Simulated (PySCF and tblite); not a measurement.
Values are calculated unless marked as measured or tabulated.
System: C₅H₉NOSi, numbered as in [CH3:1][c:2]1[cH:3][o:4][c:5]([NH:6][SiH3:7])[cH:8]1.

Level: PBE0/pcSseg-1 + D3(BJ) on GFN2-xTB stationary points, with GFN2-xTB thermal terms. Rate constants are transition-state-theory values, counting equivalent paths, without tunnelling. Programs: tblite and PySCF.

**Question.** Estimate the barrier and the room-temperature rate of the rotation about the C5–N6 bond (torsion O4–C5–N6–Si7 from -1° to 180°, rising).

**Answer.** The electronic barrier is 2.6 kcal/mol and ΔG‡(298 K) 2.9 kcal/mol, over a C1 saddle with an imaginary mode of 87i cm⁻¹ (GFN2-xTB). With 2 equivalent paths, k is 8.9×10¹⁰ s⁻¹, a mean lifetime of the start of 11 ps against this motion. The end lies 0.1 kcal/mol below the start in free energy.
